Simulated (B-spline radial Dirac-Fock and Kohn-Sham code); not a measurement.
# Satellites and hypersatellites of the K lines of Ru⁵⁺

System: the Ru⁵⁺ ion, configuration [Kr] 4d3.

Input file task.json (cfg lists n, l and occupation; rrms is the nuclear radius in fm):

```json
{"items": [{
  "Z": 44,
  "q": 5,
  "cfg": [[1, 0, 2], [2, 0, 2], [2, 1, 6], [3, 0, 2], [3, 1, 6], [3, 2, 10], [4, 0, 2], [4, 1, 6], [4, 2, 3]],
  "A": 102,
  "rrms": 4.4809,
  "do": ["binding", "quiet", "double"]
}]}
```

Launch: `python xray_run.py task.json out`

Calculated with a B-spline atomic structure program, using Dirac-Fock energy differences between relaxed states, corrected for Breit and QED terms. Each two-hole energy is an average over J within one jj subconfiguration, not an observable level; in light atoms, where LS coupling holds, the j-resolved values are not observed lines, and for a K spectator the Kα1 hypersatellite is nearly forbidden. The model has no electron correlation.

Lines without a spectator: Kα2 (K-L2) 19148.1 eV, Kα1 (K-L3) 19277.1 eV, Kβ3 (K-M2) 21631.5 eV, Kβ1 (K-M3) 21654.0 eV. Shifts in eV with one spectator hole (a dash: not computed, or left out as unreliable):

```tsv
spectator hole	Kα2	Kα1	Kβ3	Kβ1
K (1s)	+493.6	+505.6	+627.4	+629.9
L2 (2p1/2)	+52.5	+65.6	–	+141.6
L3 (2p3/2)	+53.6	+53.0	+128.7	–
M2 (3p1/2)	–	+6.79	+16.15	+19.74
M3 (3p3/2)	+5.29	–	+17.30	+16.73
M4 (3d3/2)	+0.57	-1.62	–	–
M5 (3d5/2)	-1.95	-0.41	–	–
```

With n spectator holes in 2p, averaged over the 2p shell (energies in eV):

| n | KαLⁿ | step | hypersatellite KαʰLⁿ |
| --- | --- | --- | --- |
| 0 | 19234.0 | – | 19735.6 |
| 1 | 19290.6 | +56.5 | 19793.5 |
| 2 | 19348.3 | +57.7 | 19852.6 |
| 3 | 19407.3 | +59.0 | 19913.0 |
| 4 | 19467.5 | +60.2 | 19974.6 |
| 5 | 19529.0 | +61.5 | 20037.5 |
